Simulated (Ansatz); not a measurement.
Mulliken charges of Cl₂H₄OSSi₂ (`O[SiH2]S[SiH](Cl)Cl`) from B3LYP/def2-TZVPP in Ansatz (PBE0-D4/def2-TZVP geometry).

```json
{"atom": "O1", "x (Å)": "0.012", "y (Å)": "-1.849", "z (Å)": "-0.588", "charge (e)": "-0.377"}
{"atom": "Si2", "x (Å)": "1.245", "y (Å)": "-0.959", "z (Å)": "0.021", "charge (e)": "0.502"}
{"atom": "S3", "x (Å)": "1.010", "y (Å)": "1.136", "z (Å)": "-0.392", "charge (e)": "-0.293"}
{"atom": "Si4", "x (Å)": "-0.969", "y (Å)": "1.317", "z (Å)": "0.326", "charge (e)": "0.567"}
{"atom": "Cl5", "x (Å)": "-1.270", "y (Å)": "3.257", "z (Å)": "0.870", "charge (e)": "-0.201"}
{"atom": "Cl6", "x (Å)": "-2.333", "y (Å)": "0.844", "z (Å)": "-1.123", "charge (e)": "-0.223"}
{"atom": "H7", "x (Å)": "-0.264", "y (Å)": "-1.689", "z (Å)": "-1.493", "charge (e)": "0.194"}
{"atom": "H8", "x (Å)": "1.225", "y (Å)": "-1.221", "z (Å)": "1.474", "charge (e)": "-0.056"}
{"atom": "H9", "x (Å)": "2.564", "y (Å)": "-1.275", "z (Å)": "-0.578", "charge (e)": "-0.070"}
{"atom": "H10", "x (Å)": "-1.219", "y (Å)": "0.439", "z (Å)": "1.483", "charge (e)": "-0.042"}
```

Problem. By hand: the dipole of these point charges (1 e Å = 4.8032 D).

Solution. Σ q r = (0.303, -0.402, 0.213) e Å, of length 0.547 e Å = 2.63 D.

Problem. How does the dipole of the full density compare? (Estimate.)

Solution. The calculation gave: (0.159, -0.231, -0.094) e Å, 1.42 D; the point charges give 1.85 times that, at 42° from its direction.

Point charges leave out the atoms' own dipoles, such as those of lone pairs, and Mulliken's split depends on the basis, so the two needn't agree.

B3LYP here is the variant with VWN-RPA as its local correlation; programs differ in this.
